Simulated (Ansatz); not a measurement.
Harmonic frequencies (cm⁻¹) at PBE0-D4/def2-TZVP from Ansatz: 104, 104, 121, 223, 223, 402, 419, 419, 1033.

Question: Which molecule is it?
A. `[O]=[Ta]([Cl])([Cl])[Cl]`
B. `[O]=[Ta]([F])([F])[F]`
C. `[F][Ta]([F])([F])([Cl])[Cl]`
D. `[O]=[Ta]([OH])([OH])[F]`

Answer: A.
